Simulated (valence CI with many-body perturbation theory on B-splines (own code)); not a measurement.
Results of a calculation; reference values are marked as such.
# Lu: what the settings do

Method: configuration interaction combined with many-body perturbation theory (CI+MBPT): three valence electrons over a frozen Dirac-Fock core [Xe] 4f14, radial functions for each j: 6 s, 6 p, 5 d, 5 f, 1 g, with the one-electron correlation potential Σ1 (screened to all orders), the two-electron term Σ2, the three-electron term Σ3, Breit, model QED; selected single and double excitations, second order for the rest, scaled by the run's own slope (own B-spline code, finite nucleus).

Set against measurement, 24 paired levels are off by 512 cm⁻¹ on average, the worst by 895. These come from a selection out of the NIST Handbook of Basic Atomic Spectroscopic Data. Levels without a partner in it may be off by more, other configurations by 1,000 to 4,000 cm⁻¹.

The reference run has the lowest level 5d6s² ²D_3/2 and an ionisation energy of 5.44601 eV. Its largest variational space holds 6596 state functions.

Reference levels: 5d6s² ²D_5/2 1886, 6s²6p ²P°_1/2 4270, 6s²6p ²P°_3/2 7617, 5d6s6p ⁴F°_3/2 16969, 5d6s6p ⁴F°_5/2 18029, 5d²6s ⁴F_3/2 18132, 5d²6s ⁴F_5/2 18641, 5d²6s ⁴F_7/2 19414, 5d6s6p ⁴F°_7/2 19917, 5d6s6p ⁴D°_1/2 20261, 5d²6s ⁴F_9/2 20347, 5d6s6p ⁴D°_3/2 20684 cm⁻¹.

Problem. Rank these changes by the mean size of the shift of these levels, smallest first.
A. factor on the speed of light 1 → 1.1
B. shift of the energy in Σ1 (hartree) 0 → 0.05
C. averaging of valence orbitals over low configurations on → off; scale of Σ1 1 → 1.1

Solution. B (36 cm⁻¹), C (230 cm⁻¹), A (1200 cm⁻¹).
